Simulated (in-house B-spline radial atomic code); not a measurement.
A fraction x of an electron is removed from 4d in Ru III (Ru2+), starting from [Kr] 4d6 and keeping the highest spin. All numbers are computed (scalar-relativistic (X2C) HSE06, spin-polarised, spherical fractional occupations; Fermi nucleus of rms radius 4.4809 fm) with a B-spline radial code for spherical atoms, not measured.

Caution: exact exchange at fractional occupations of open shells leaves self-interaction of up to several eV.

| x | E(x) - E(0) (eV) | 4d down level (eV) |
| --- | --- | --- |
| 0 | 0.0000 | -21.303 |
| 0.08 | 1.7399 | -22.196 |
| 0.17 | 3.7834 | -23.211 |
| 0.34 | 7.8940 | -25.155 |
| 0.38 | 8.9095 | -25.618 |
| 0.5 | 12.0676 | -27.016 |
| 0.61 | 15.1106 | -28.312 |
| 0.66 | 16.5410 | -28.905 |
| 0.83 | 21.6276 | -30.940 |
| 0.98 | 26.4044 | -32.752 |
| 1 | 27.0620 | - |

The exact functional would give a straight line between the two integer points. Deviations E(x) - E(0) - x[E(1) - E(0)], in eV: -0.425 at x = 0.08, -0.817 at x = 0.17, -1.307 at x = 0.34, -1.374 at x = 0.38, -1.463 at x = 0.5, -1.397 at x = 0.61, -1.32 at x = 0.66, -0.834 at x = 0.83, -0.116 at x = 0.98.

The curve lies below the straight line by up to 1.463 eV (at x = 0.5): convex, the delocalisation error, to which spherically averaged exact exchange adds.

(1) How well does Slater's transition state (minus the level at half occupation) give the ionisation energy?

Answers

(1) It gives 27.016 eV against 27.062 eV from the two total energies; NIST lists 28.47 eV, ground level to ground level. The end point has an open shell averaged over its orbitals, so its exact exchange keeps a self-interaction and this is no true integer point.
